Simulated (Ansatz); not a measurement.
Input for Ansatz (an electronic-structure program): U-B3LYP/def2-TZVPP on CrH3O3 (SMILES [OH][Cr]([OH])[OH]), 2S+1 = 4, a spin state set in the input, which need not be the lowest.

Ansatz 0.2 input:
```yaml
crystal:
  periodic: [false, false, false]
  atoms:
    - {symbol: Cr, position_ang: [0.04942586, -0.08114307, -0.14158947]}
    - {symbol: O, position_ang: [-1.20911567, -1.31988085, -0.37320236]}
    - {symbol: H, position_ang: [-2.01979751, -1.33213318, 0.14801743]}
    - {symbol: O, position_ang: [0.13775888, 1.33636842, -1.21631495]}
    - {symbol: H, position_ang: [-0.23358890, 2.19128952, -0.97094830]}
    - {symbol: O, position_ang: [1.16439039, -0.20642415, 1.24635806]}
    - {symbol: H, position_ang: [2.00891902, -0.66368022, 1.15849134]}
basis:
  gaussian:
    orbitals: def2-TZVPP
hamiltonian:
  xc: {name: B3LYP}
magnetization: {spin_polarized: true, initial_magnetization: 3}
```

The log:

```
WARN ansatz: RAYON_NUM_THREADS=4 ignored (pool sized by the plan → 4); use --threads N
Functional definition: B3LYP
integrals: 0.11 GiB planned
1125 factors; their error is unknown
mean field: 1.33 GiB planned
mean field evaluation 1: about -34603.6079 eV, gradient 6.7e1 eV
mean field evaluation 2: about -34473.3638 eV, gradient 2.2e2 eV
mean field evaluation 4: about -34617.0043 eV, gradient 1.6e1 eV
mean field evaluation 8: about -34617.7568 eV, gradient 1.5e-1 eV
mean field evaluation 16: about -34617.8868 eV, gradient 3.8e-3 eV
mean field evaluation 32: about -34616.7872 eV, gradient 6.4e0 eV
mean field -34617.88679072 eV, -1272.1838747126 hartree, gradient 1.3e-5 eV, S^2 3.782429; 4 other end points of the search recorded, 0 dependent functions left out
reference -34617.88705807 eV, -1272.1838845374 hartree; 27, 24 occupied and 172, 175 virtual orbitals, 1125 factors
Total energy: -34617.88705807 eV, -1272.1838845374 hartree
```

The calculation finished and met its thresholds.

Cost: very roughly 10 core-seconds.
